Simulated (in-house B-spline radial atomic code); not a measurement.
Computed with a B-spline radial atomic code. Model: two electrons, singlet ground state, non-relativistic, full CI in B-splines with partial waves to l = 8 (at full coupling up to 3e-4 hartree above the limit, correlation up to 0.6 % small), density held at that of full coupling by Lieb maximisation.

W(λ) is the mean repulsion in the state of coupling λ less the Hartree energy of the fixed density. Its start is exact exchange, its initial slope is twice the second-order Görling-Levy correlation energy, and its area from 0 to 1 is E_xc. A straight curve means weak, dynamic correlation, and a curve that drops fast and flattens means strong correlation.

Command:
```bash
python run_ac.py task.json out
```
Settings (lengths in bohr, energies in hartree):
```
potential              coulomb
strength               4.35
lmax                   8
wall_radius            0.668
```

Time taken, with all properties: 2.7 s on 1 thread of Intel(R) Xeon(R) Processor @ 2.30GHz, with other jobs on the host.

**W = mean repulsion less Hartree energy, and W of three functionals.**

Given: confinement point charge; nuclear charge 4.35; hard wall radius 0.668 bohr; external potential -Z/r.

Computed: LDA exchange minus exact 496 millihartree; SCAN exchange minus exact 13.27 millihartree.

```json
{"coupling": "0", "W xc (hartree)": "-3.3981", "W xc minus exchange (millihartree)": "0", "kinetic minus Kohn-Sham (millihartree)": "0", "LDA (PW92) W minus its exchange (millihartree)": "0", "PBE W minus its exchange (millihartree)": "0", "SCAN W minus its exchange (millihartree)": "0"}
{"coupling": "0.02", "W xc (hartree)": "-3.4", "W xc minus exchange (millihartree)": "-1.875", "kinetic minus Kohn-Sham (millihartree)": "0", "LDA (PW92) W minus its exchange (millihartree)": "-14.92", "PBE W minus its exchange (millihartree)": "-2.39", "SCAN W minus its exchange (millihartree)": "-1.91"}
{"coupling": "0.05", "W xc (hartree)": "-3.4028", "W xc minus exchange (millihartree)": "-4.677", "kinetic minus Kohn-Sham (millihartree)": "0.1", "LDA (PW92) W minus its exchange (millihartree)": "-31.71", "PBE W minus its exchange (millihartree)": "-5.98", "SCAN W minus its exchange (millihartree)": "-4.74"}
{"coupling": "0.12", "W xc (hartree)": "-3.4093", "W xc minus exchange (millihartree)": "-11.169", "kinetic minus Kohn-Sham (millihartree)": "0.7", "LDA (PW92) W minus its exchange (millihartree)": "-63.5", "PBE W minus its exchange (millihartree)": "-14.36", "SCAN W minus its exchange (millihartree)": "-11.25"}
{"coupling": "0.25", "W xc (hartree)": "-3.4212", "W xc minus exchange (millihartree)": "-23.06", "kinetic minus Kohn-Sham (millihartree)": "2.9", "LDA (PW92) W minus its exchange (millihartree)": "-110.94", "PBE W minus its exchange (millihartree)": "-29.84", "SCAN W minus its exchange (millihartree)": "-23.05"}
{"coupling": "0.4", "W xc (hartree)": "-3.4347", "W xc minus exchange (millihartree)": "-36.516", "kinetic minus Kohn-Sham (millihartree)": "7.2", "LDA (PW92) W minus its exchange (millihartree)": "-156.38", "PBE W minus its exchange (millihartree)": "-47.43", "SCAN W minus its exchange (millihartree)": "-36.3"}
{"coupling": "0.6", "W xc (hartree)": "-3.4522", "W xc minus exchange (millihartree)": "-54.031", "kinetic minus Kohn-Sham (millihartree)": "16", "LDA (PW92) W minus its exchange (millihartree)": "-208.16", "PBE W minus its exchange (millihartree)": "-70.32", "SCAN W minus its exchange (millihartree)": "-53.44"}
{"coupling": "0.8", "W xc (hartree)": "-3.4692", "W xc minus exchange (millihartree)": "-71.075", "kinetic minus Kohn-Sham (millihartree)": "27.9", "LDA (PW92) W minus its exchange (millihartree)": "-253.39", "PBE W minus its exchange (millihartree)": "-92.55", "SCAN W minus its exchange (millihartree)": "-70.02"}
{"coupling": "1", "W xc (hartree)": "?", "W xc minus exchange (millihartree)": "?", "kinetic minus Kohn-Sham (millihartree)": "?", "LDA (PW92) W minus its exchange (millihartree)": "?", "PBE W minus its exchange (millihartree)": "?", "SCAN W minus its exchange (millihartree)": "?"}
{"coupling": "1.4", "W xc (hartree)": "-3.5177", "W xc minus exchange (millihartree)": "-119.55", "kinetic minus Kohn-Sham (millihartree)": "81", "LDA (PW92) W minus its exchange (millihartree)": "-365.32", "PBE W minus its exchange (millihartree)": "-155.21", "SCAN W minus its exchange (millihartree)": "-116.92"}
{"coupling": "2", "W xc (hartree)": "-3.5625", "W xc minus exchange (millihartree)": "-164.36", "kinetic minus Kohn-Sham (millihartree)": "157", "LDA (PW92) W minus its exchange (millihartree)": "-455.38", "PBE W minus its exchange (millihartree)": "-212.35", "SCAN W minus its exchange (millihartree)": "-160.14"}
{"coupling": "3", "W xc (hartree)": "?", "W xc minus exchange (millihartree)": "?", "kinetic minus Kohn-Sham (millihartree)": "?", "LDA (PW92) W minus its exchange (millihartree)": "?", "PBE W minus its exchange (millihartree)": "?", "SCAN W minus its exchange (millihartree)": "?"}
{"coupling": "4.5", "W xc (hartree)": "-3.7174", "W xc minus exchange (millihartree)": "-319.28", "kinetic minus Kohn-Sham (millihartree)": "650.9", "LDA (PW92) W minus its exchange (millihartree)": "-719.03", "PBE W minus its exchange (millihartree)": "-405.22", "SCAN W minus its exchange (millihartree)": "-310.49"}
{"coupling": "7", "W xc (hartree)": "-3.8346", "W xc minus exchange (millihartree)": "-436.44", "kinetic minus Kohn-Sham (millihartree)": "1318.3", "LDA (PW92) W minus its exchange (millihartree)": "-894.58", "PBE W minus its exchange (millihartree)": "-548.75", "SCAN W minus its exchange (millihartree)": "-426.71"}
{"coupling": "10", "W xc (hartree)": "-3.9422", "W xc minus exchange (millihartree)": "-544.02", "kinetic minus Kohn-Sham (millihartree)": "2225.3", "LDA (PW92) W minus its exchange (millihartree)": "-1048.1", "PBE W minus its exchange (millihartree)": "-680.98", "SCAN W minus its exchange (millihartree)": "-536.19"}
```

(1) What belongs in the row 1?

(2) What belongs in the row 3?

(3) What is the PBE exchange minus exact?

**Energy parts, natural occupations and partial-wave weights.**

Computed: total energy -12.2013 hartree; exchange energy -3.3981 hartree; correlation energy -0.044843 hartree; initial slope twice GL2 -0.093855 hartree; kinetic part over minus potential part 0.48847; Hartree energy 6.7963 hartree; Kohn-Sham kinetic 29.155 hartree.

```json
{"natural": "s", "occupation of the shell (electrons)": "1.9984"}
{"natural": "p", "occupation of the shell (electrons)": "?"}
{"natural": "s", "occupation of the shell (electrons)": "0.00021238"}
{"natural": "d", "occupation of the shell (electrons)": "6.7903e-05"}
{"natural": "p", "occupation of the shell (electrons)": "2.2703e-05"}
{"natural": "f", "occupation of the shell (electrons)": "9.2476e-06"}
```

(4) What belongs in the row p?

| wave | weight |
| --- | --- |
| s | 0.9993 |
| p | 0.00065339 |
| d | ? |
| f | 5.18e-06 |
| g | 1.2377e-06 |

(5) What belongs in the row d?

(6) What is the kinetic part of the DFT correlation energy?

(7) What is the Lieb Oxford ratio E_xc over LDA exchange?

## Answers

(1) W xc (hartree): -3.4858; W xc minus exchange (millihartree): -87.665; kinetic minus Kohn-Sham (millihartree): 42.8; LDA (PW92) W minus its exchange (millihartree): -294; PBE W minus its exchange (millihartree): -114.09; SCAN W minus its exchange (millihartree): -86.11.

(2) W xc (hartree): -3.6301; W xc minus exchange (millihartree): -231.92; kinetic minus Kohn-Sham (millihartree): 325.2; LDA (PW92) W minus its exchange (millihartree): -576.98; PBE W minus its exchange (millihartree): -297.19; SCAN W minus its exchange (millihartree): -225.4.

(3) 129.23 millihartree.

(4) occupation of the shell (electrons): 0.0012826.

(5) weight: 3.6279e-05.

(6) 0.042822 hartree.

(7) 1.1864.

Half-way to full coupling W has made 52 % of its drop, against 50 % for a straight line, and second-order (GL2) theory, half the initial slope, overshoots the correlation energy by about 5 %: correlation is weak here. Over couplings 0 to 1 the errors in E_xc come to about +368 millihartree for LDA, +116 millihartree for PBE, +14 millihartree for SCAN, so SCAN is nearest. In LDA and PBE the errors of exchange and correlation have opposite signs, so the sum is smaller than the larger of the two.
